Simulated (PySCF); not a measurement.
dibromo(difluoro)methane (CBr₂F₂), SMILES BrC(F)(F)Br.

The structure is a stationary point at PBE-D3(BJ)/def2-SVP.

Two levels are set side by side: TDA-PBE/def2-SVPD (PySCF) and TDA-LC-ωPBE/def2-SVPD (PySCF). Vertical, same geometry. The lowest singlet is HOMO→LUMO 98 % with PBE and HOMO→LUMO 86 % with the other functional; states are paired by order. Differences are taken from unrounded values.

```
quantity                               TDA-LC-ωPBE  TDA-PBE  TDA-PBE minus TDA-LC-ωPBE
-------------------------------------  -----------  -------  -------------------------
lowest singlet excitation (eV)                5.49     4.65                      -0.84
lowest triplet excitation (TDA) (eV)          4.66     4.07                      -0.59
first bright state (f over 0.05) (eV)         8.14     7.19                      -0.95
its oscillator strength                       0.34     0.23                      -0.10
```

Functionals without exact exchange tend to place singlet excitations lower, as here. Differences between two approximate levels are no errors against the true value.

Rough cost on one machine, each run with all the roots and properties that it gave: TDA-LC-ωPBE against TDA-PBE about 2 times.
